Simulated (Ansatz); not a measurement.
C2H6AlCl, charge +1, doublet, geometry from GFN2-xTB (such geometries of metal compounds can be far from the true shape) (a state made from the parent by changing its charge; the spin is typed, not shown lowest). Base run: PBE/6-31G run with Ansatz (an electronic-structure program).

Here is a job for Ansatz.
Ansatz 0.2 input:
```yaml
crystal:
  periodic: [false, false, false]
  atoms:
    - {symbol: Al, position_ang: [0.09124442, -0.10477932, 0.09617844]}
    - {symbol: C, position_ang: [1.98331543, -0.84704723, -0.12551941]}
    - {symbol: H, position_ang: [1.97551083, -1.92533151, 0.03999268]}
    - {symbol: H, position_ang: [2.63142673, -0.35276670, 0.60048219]}
    - {symbol: H, position_ang: [2.27866079, -0.59874880, -1.14767108]}
    - {symbol: C, position_ang: [-0.33672130, -1.04379740, 1.86115287]}
    - {symbol: H, position_ang: [-0.49163600, -2.10443373, 1.65501740]}
    - {symbol: H, position_ang: [-1.25439124, -0.57745761, 2.22732785]}
    - {symbol: H, position_ang: [0.49032118, -0.90627412, 2.55917883]}
    - {symbol: Cl, position_ang: [-0.98209615, 1.12777714, -1.03520284]}
basis:
  gaussian:
    orbitals: 6-31G
hamiltonian:
  xc: pbe
total_charge: 1
magnetization: {spin_polarized: true, initial_magnetization: 1}
```

The bond that is stretched is that between atoms 10 and 1. A test that says stable can miss a lower solution.

Variants of this job, named by their change:

```csv
change,ΔE vs base (kcal/mol),<S^2>,stability test says
base,0.000,0.753,minimum
spin_polarized = on; lower_state_search = off,0.000,0.753,undecided (no full test)
spin_polarized = on; lower_state_search = standard,0.000,0.753,minimum
bond × 1.25,5.88,0.753,minimum
spin_polarized = on; lower_state_search = off; bond × 1.25,5.88,0.753,undecided (no full test)
spin_polarized = on; lower_state_search = standard; bond × 1.25,5.88,0.753,minimum
bond × 1.5,32.75,0.753,minimum
spin_polarized = on; lower_state_search = off; bond × 1.5,32.75,0.753,undecided (no full test)
spin_polarized = on; lower_state_search = standard; bond × 1.5,32.75,0.753,minimum
bond × 1.8,52.94,0.755,minimum
spin_polarized = on; lower_state_search = off; bond × 1.8,52.94,0.755,undecided (no full test)
spin_polarized = on; lower_state_search = standard; bond × 1.8,52.94,0.755,minimum
bond × 2.2,61.82,0.753,minimum
spin_polarized = on; lower_state_search = off; bond × 2.2,61.82,0.753,undecided (no full test)
spin_polarized = on; lower_state_search = standard; bond × 2.2,61.82,0.753,minimum
bond × 3.0,64.7,0.758,minimum
spin_polarized = on; lower_state_search = off; bond × 3.0,64.7,0.758,undecided (no full test)
spin_polarized = on; lower_state_search = standard; bond × 3.0,64.7,0.758,minimum
```

On stretching, the SCF can end on different states; <S^2> shows the spin contamination of each.
